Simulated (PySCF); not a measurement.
**B²⁺ (boron, charge +2): UHF calculation**

Configuration: [He] 3d1, 2D determinant (an excited configuration). All numbers are calculated (PySCF 2.14, scalar relativity by spin-free X2C-1e, in aug-cc-pCVTZ-DK with one added diffuse shell each of s, p, d, f type (8s7p5d3f, 75 functions)).

* Total energy: -22.490008 hartree
* One-electron energy: -26.0588 hartree
* Hartree (Coulomb) energy: 6.6096 hartree
* Exchange energy: -3.0409 hartree
* ⟨S²⟩: 0.7500
* ⟨L²⟩: 6.000
* Sum of ⟨r⟩: 4.191 bohr
* Sum of ⟨r²⟩: 14.81 bohr²
* Traceless quadrupole moment −½Σ⟨3z² − r²⟩ along its main axis: 4.15 e·bohr²
* Langevin diamagnetic susceptibility: -11.7 ×10⁻⁶ cm³/mol

```json
{"shell": "1s α", "electrons": "1", "mean orbital energy (hartree)": "-9.21158", "rms radius, mean of both spins (bohr)": "0.377"}
{"shell": "1s β", "electrons": "1", "mean orbital energy (hartree)": "-9.21153", "rms radius, mean of both spins (bohr)": "0.377"}
{"shell": "3d α", "electrons": "1", "mean orbital energy (hartree)": "-0.49814", "rms radius, mean of both spins (bohr)": "3.81"}
```

The outer electron is Rydberg-like, and this basis confines it to a smaller radius and binds it less than a complete one would.

Spin-orbit constants ζ (cm⁻¹) from the X2C one-electron operator on these orbitals: bare nucleus, nucleus screened by l(l+1)(2l+1)/3 electrons, and screened by the Breit-Pauli mean field of the electrons.

| shell | bare | screened nucleus | mean field |
| --- | --- | --- | --- |
| 3d | 1.920 | 1.152 | 1.091 |

To first order the Landé constant is A = 1.091 cm⁻¹, so the lowest level has J = 3/2 and lies 0.000203 eV below the centre of the term.
